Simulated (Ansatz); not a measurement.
`FC(F)C(F)(F)C(F)C(F)(F)F` and `FC(F)[C@H](F)[C@@H](F)C(F)(F)F` differ in one atom or group.

Ansatz, PBE0-D4/def2-TZVP geometries, multiplicity 1. Each molecule was computed in one conformer, which needn't be the lowest.

```tsv
property	`FC(F)C(F)(F)C(F)C(F)(F)F`
HOMO–LUMO gap (PBE/def2-TZVPP) / eV	7.70
HOMO–LUMO gap (B3LYP/def2-TZVPP) / eV	10.18
size of the dipole moment (PBE/def2-TZVPP) / D	1.41
LUMO energy (PBE/def2-TZVPP) / eV	-0.64
zero-point energy (PBE0-D4/def2-TZVP) / kJ/mol	187.6
LUMO energy (PBE0/def2-TZVPP) / eV	0.50
```

(1) What does the change do to each property? (Estimate.)

## Answers

(1) Computed: 
```tsv
property	`FC(F)[C@H](F)[C@@H](F)C(F)(F)F`	shift
HOMO–LUMO gap (PBE/def2-TZVPP) / eV	8.00	0.30
HOMO–LUMO gap (B3LYP/def2-TZVPP) / eV	10.37	0.19
size of the dipole moment (PBE/def2-TZVPP) / D	1.21	-0.20
LUMO energy (PBE/def2-TZVPP) / eV	-0.22	0.42
zero-point energy (PBE0-D4/def2-TZVP) / kJ/mol	209.1	21.5
LUMO energy (PBE0/def2-TZVPP) / eV	0.89	0.39
```

With PBE0 the HOMO rises by 0.15 eV and the LUMO rises by 0.39 eV, so the gap widens by about 0.24 eV. PBE moves the HOMO by 0.12 eV and ωB97M-V by 0.17 eV. Dipoles are sizes alone; their direction can turn.

Positive LUMOs are unbound, so they and the gaps depend on the basis.

B3LYP here is the variant with VWN-RPA as its local correlation; programs differ in this.
